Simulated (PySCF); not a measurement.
# Mo⁺: excitation energy

Mo⁺ [Kr] 4d5 (6S) → Mo⁺ [Kr] 4d4 5p1 (high-spin determinant), as a difference of total energies. Calculation: PySCF 2.14, in ANO-RCC-VTZP (7s6p4d2f1g, 68 functions); scalar relativity by spin-free X2C-1e. Correlated levels: valence and next inner shell: [Ar] 3d10 frozen. The calculations carry no spin-orbit coupling.

```json
{"method": "UHF", "excitation energy (eV)": "5.528"}
{"method": "MP2 (valence and next inner shell)", "excitation energy (eV)": "6.088"}
{"method": "SCS-MP2 (valence and next inner shell)", "excitation energy (eV)": "5.868"}
{"method": "CCSD (valence and next inner shell)", "excitation energy (eV)": "5.931"}
{"method": "CCSD(T) (valence and next inner shell)", "excitation energy (eV)": "5.942"}
```

**Question.** How much does correlation contribute at CCSD(T) (valence and next inner shell)?

**Answer.** 5.942 − (5.528) = 0.414 eV, measured against UHF.

A first-order spin-orbit estimate (lowest level to lowest level, LS coupling) adds -0.191 eV.

The basis was made for the ground configuration and has no added diffuse functions, so the excitation energy can come out too high.

The determinant of the upper state mixes LS terms, which raises its energy above the lowest term, most at the Hartree-Fock and MP2 levels.
